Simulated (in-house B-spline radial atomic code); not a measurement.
A radial electron density 4πr²n(r) was computed for an atom or ion in its tabulated ground configuration with a B-spline radial code for spherical atoms; method: Dirac-Kohn-Sham relativistic LDA, spherical fractional occupations. Columns: r (bohr), 4πr²n(r) (electrons per bohr), bar.

```
 0.00223   0.7369 #
 0.00266    1.019 #
 0.00318    1.408 ##
  0.0038    1.935 ##
 0.00454     2.64 ###
 0.00542    3.572 #####
 0.00647    4.789 ######
 0.00772     6.35 ########
 0.00922    8.326 ###########
   0.011    10.74 ##############
  0.0132    13.71 #################
  0.0157    16.95 #####################
  0.0188    20.59 ##########################
  0.0224    24.16 ##############################
  0.0268    27.47 ###################################
  0.0319    29.94 ######################################
  0.0381    31.26 #######################################
  0.0456    31.08 #######################################
  0.0544    29.53 #####################################
   0.065    27.19 ##################################
  0.0776    25.14 ################################
  0.0926    24.57 ###############################
   0.111    26.26 #################################
   0.132    29.67 #####################################
   0.158    33.39 ##########################################
   0.188    34.88 ############################################
   0.225    32.49 #########################################
   0.269    26.39 #################################
   0.321    19.18 ########################
   0.383    14.06 ##################
   0.457    12.79 ################
   0.546     14.4 ##################
   0.652       16 ####################
   0.779    15.26 ###################
    0.93    12.01 ###############
    1.11    7.754 ##########
    1.33    4.045 #####
    1.58    1.798 ##
    1.89   0.6341 #
    2.26   0.1813 
     2.7  0.04097 
    3.22 0.006957
```

(1) Which atom or ion is it?
A. Fe4+
B. Cu5+
C. Fe5+
D. Mn4+

## Answers

(1) A. The area under the curve, ∫4πr²n dr = ∫r·4πr²n d(ln r) on this logarithmic grid, is 22 electrons, which only this option has. The configuration is [Ar] 3d4.
